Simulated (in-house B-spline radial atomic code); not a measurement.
How numerical settings move a run on neutral lutetium, [Xe] 4f14 5d1 6s2. Computed with an all-electron radial atomic-structure program (B-spline basis): Dirac-Kohn-Sham PBE0, spherical fractional occupations, Fermi nucleus of rms radius 5.37 fm.

Command:
```bash
python run_scf.py task.json out
```
Settings of the sound reference run:
```
Z                71
electrons        71
configuration    [Xe] 4f14 5d1 6s2
hamiltonian      dirac
method           pbe0
spin_polarised   False
nucleus          fermi
rms_radius       5.37
mass_number      175
atomic_mass      174.9408
speed_of_light   137.036
knot_spacing     0.22
spline_order     8
gauss_points     12
box_radius       50
max_iterations   70
damping          0.5
damped_steps     3
diis_vectors     10
tolerance        1e-08
start            Thomas-Fermi
```

Cost of the run: 2.8 s on 1 thread of Intel(R) Xeon(R) Platinum 8375C CPU @ 2.90GHz (shared host).

It converges in 13 iterations to -14578.503619 hartree, with 5d5/2 at -0.99575 eV. The other runs change the listed settings, some to values that make no sense; their results aren't properties of the atom or ion. Radii are in bohr (the nuclear one in fm), a minus after a letter asks for a j subshell, and «unchanged» means within 1e-8 hartree. The run stops when the residual is below 10 × tolerance × max(1, Z/10), or a noise floor if that is larger, and the energy moves by less than 1e-8 × √|E| hartree; so very loose and very tight tolerances often act alike.

```tsv
changed settings	outcome
damped_steps = 0	converged in 12 iterations, energy unchanged, 5d5/2 level +6.2e-06 eV
spline_order = 10	converged in 13 iterations, energy +9.31e-07 hartree from the reference, 5d5/2 level +2.2e-06 eV
box_radius = 3, first_knot = 0.000141, max_iterations = 100, tolerance = 0.0001	converged in 9 iterations, energy +3.00e+00 hartree from the reference, 5d5/2 level +2.3e+01 eV (the program warns: 5d5/2 has a positive eigenvalue: unbound, held by the box; 4f5/2 has a positive eigenvalue: unbound, held by the box)
first_knot = 1.41e-06	converged in 12 iterations, energy +1.26e-06 hartree from the reference, 5d5/2 level +1.8e-05 eV
spline_order = 5	converged in 13 iterations, energy +3.67e-04 hartree from the reference, 5d5/2 level -7.1e-06 eV
damped_steps = 8	converged in 16 iterations, energy unchanged, 5d5/2 level -1.2e-05 eV
first_knot = 0.0423	converged in 13 iterations, energy +6.71e+01 hartree from the reference, 5d5/2 level -4.6e-02 eV
spline_order = 3	converged in 12 iterations, energy +5.18e-01 hartree from the reference, 5d5/2 level -7.7e-03 eV
damped_steps = 1	converged in 14 iterations, energy unchanged, 5d5/2 level +3.9e-06 eV
first_knot = 1.41e-05	converged in 13 iterations, energy +1.23e-06 hartree from the reference, 5d5/2 level +2.1e-06 eV
electrons = 72, configuration = [Xe] 4f14 5d1 6s2 2f1, max_iterations = 50	stopped with error: there is no 2f shell
spline_order = 10, gauss_points = 3, max_iterations = 50	converged in 12 iterations, energy +1.04e-02 hartree from the reference, 5d5/2 level +3.7e-05 eV
spline_order = 4	converged in 13 iterations, energy +1.04e-02 hartree from the reference, 5d5/2 level -2.1e-04 eV
first_knot = 0.00141	converged in 13 iterations, energy -5.10e-01 hartree from the reference, 5d5/2 level +2.9e-04 eV
box_radius = 3, max_iterations = 50, diis_vectors = 1, tolerance = 1e-10, start = bare nucleus	not converged after 50 iterations, last residual 4.0e+00, last energy +2.62e+02 hartree from the reference
first_knot = 0.0141	converged in 13 iterations, energy +5.88e+00 hartree from the reference, 5d5/2 level -4.2e-03 eV
```

(1) What happens with electrons = 72, configuration = [Xe] 4f14 5d1 6s2 7p-1, max_iterations = 75?

(2) What happens with spline_order = 6?

(3) What happens with spline_order = 7, max_iterations = 75, damping = 0.8, damped_steps = 30, diis_vectors = 2?

(4) What happens with damped_steps = 30?

Results:

(1) Converged in 25 iterations to -14578.5008 hartree, a different physical problem (warning: 7p1/2 has a positive eigenvalue: unbound, held by the box).

(2) Converged in 13 iterations, energy +2.28e-05 hartree from the reference, 5d5/2 level -2.7e-06 eV.

(3) Converged in 35 iterations, energy +2.95e-06 hartree from the reference, 5d5/2 level +4.1e-05 eV.

(4) Converged in 33 iterations, energy unchanged, 5d5/2 level -2.7e-06 eV.
